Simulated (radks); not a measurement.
All-electron atom: the zirconium ion Zr7+ in [Ar] 3d10 4s2 4p3. All-electron calculation, scalar-relativistic Kohn-Sham, PBE, spin-polarised, spherical densities, finite nucleus; open shells are filled with parallel spins first (spin-orbit coupling, left out, can overturn this in heavy ions); Fermi nuclear charge, rms radius 4.2694 fm. Program: a radial shooting solver on a logarithmic mesh with Libxc functionals.

Normalised radial functions P(r) = r R(r), r in bohr:

| r | 3d down |
|---|---|
| 0.004521 | 0.0001 |
| 0.005138 | 0.0002 |
| 0.005839 | 0.0003 |
| 0.006637 | 0.0004 |
| 0.007543 | 0.0006 |
| 0.008573 | 0.0008 |
| 0.009666 | 0.0012 |
| 0.01099 | 0.0017 |
| 0.01249 | 0.0024 |
| 0.01419 | 0.0034 |
| 0.01613 | 0.0049 |
| 0.01833 | 0.0069 |
| 0.02083 | 0.0098 |
| 0.02368 | 0.0138 |
| 0.02691 | 0.0193 |
| 0.03059 | 0.0270 |
| 0.03477 | 0.0375 |
| 0.03951 | 0.0517 |
| 0.04491 | 0.0708 |
| 0.05104 | 0.0962 |
| 0.05801 | 0.1295 |
| 0.06593 | 0.1727 |
| 0.07494 | 0.2277 |
| 0.08517 | 0.2965 |
| 0.0968 | 0.3808 |
| 0.11 | 0.4817 |
| 0.125 | 0.5991 |
| 0.1421 | 0.7315 |
| 0.1615 | 0.8751 |
| 0.1836 | 1.0241 |
| 0.2086 | 1.1699 |
| 0.2371 | 1.3023 |
| 0.2695 | 1.4095 |
| 0.3063 | 1.4800 |
| 0.3482 | 1.5037 |
| 0.3957 | 1.4748 |
| 0.4497 | 1.3929 |
| 0.5111 | 1.2633 |
| 0.5763 | 1.1079 |
| 0.655 | 0.9196 |
| 0.7444 | 0.7246 |
| 0.8461 | 0.5390 |
| 0.9616 | 0.3763 |
| 1.093 | 0.2445 |
| 1.242 | 0.1465 |
| 1.412 | 0.0801 |
| 1.605 | 0.0395 |
| 1.824 | 0.0174 |
| 2.073 | 0.0067 |
| 2.356 | 0.0022 |
| 2.677 | 0.0006 |
| 3.043 | 0.0001 |
| 3.459 | 0.0000 |
| 3.931 | 0.0000 |

3d down: eigenvalue -279.48 eV, 0 radial nodes, <r> = 0.448 bohr, 90 % of the charge inside 0.719 bohr.
